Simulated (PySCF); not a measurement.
## AsF⁻: from constants to spectrum

UHF-CCSD(T) constants of AsF⁻, ²Π (doublet), unpaired electrons π ↑ (As def2-TZVPPD, F def2-TZVPPD; no relativity (PySCF 2.14); masses 74.9216 and 18.9984 u):

| Item | Value |
| --- | --- |
| ωe | 526.5 cm⁻¹ |
| ωexe | 3.31 cm⁻¹ |
| Be | 0.32363 cm⁻¹ |
| αe | 0.00280 cm⁻¹ |
| De to As + F⁻ | 1.39 eV |

Q: What force constant and bond length do these constants imply?

A: Reduced mass μred = 15.155 u; k = 5.8918×10⁻⁷·μred·ωe² (u, cm⁻¹, mdyn/Å) = 2.48 mdyn/Å; Re = √(16.8576/(μred·Be)) (u, cm⁻¹, Å) = 1.854 Å.

Q: Estimate the centrifugal constant D from the Kratzer relation and find the Dunham coefficient a1.

A: D = 4Be³/ωe² = 4.89e-07 cm⁻¹; a1 = −1 − αeωe/(6Be²) = -3.35.

Correlated steps freeze 10 core orbitals. Spin–orbit coupling is left out. For an ion De counts to the pair picked by the measured ionisation energies or electron affinities, which need not be the lowest pair at this level. The state is the lowest determinant that a PBE0 search found; another state may lie lower at other levels.
